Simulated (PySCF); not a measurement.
**Bond length, frequency and bond energy of CuO by level of theory**

State: ²Π (doublet), unpaired electrons π ↑. Set-up: Cu def2-TZVPP, O def2-TZVPP; no relativity (PySCF 2.14). De refers to Cu (3d10 4s1) + O in their high-spin ground configurations, without counterpoise correction. The functionals are run spin-unrestricted. A positive dipole means Cu(−)O(+). Levels whose curve was spin-contaminated or gave no clean fit are not listed.

```csv
Level,Re (Å),ωe (cm⁻¹),De (eV),μ (D),"CPU s a point (SCF and correlation, without the integrals)"
UHF,1.870,549,n/a,-6.33,4.2
PBE,1.721,657,3.28,-4.18,2
BLYP,1.736,638,3.16,-4.12,1.3
r²SCAN,1.717,658,3.08,-4.36,3.1
PBE0,1.756,599,2.61,-4.72,4
r²SCAN0,1.756,608,2.51,-4.85,4.5
B97-3,1.776,574,2.65,-4.81,2.5
MN15,1.770,599,2.69,-4.97,4.6
ωB97X,1.760,607,2.90,-4.98,4.8
```

The bond length runs from 1.717 Å (r²SCAN) to 1.870 Å (UHF). De spans 2.51 eV (r²SCAN0, hybrid meta-GGA) to 3.28 eV (PBE, GGA).

With d or f electrons several states lie close, and the lowest PBE0 determinant need not be the measured ground state.

The whole job (state search and all levels along the bond) took about 9.1 min on 1 thread of Arm Neoverse V1 (shared host), peak memory 2.9 GiB.
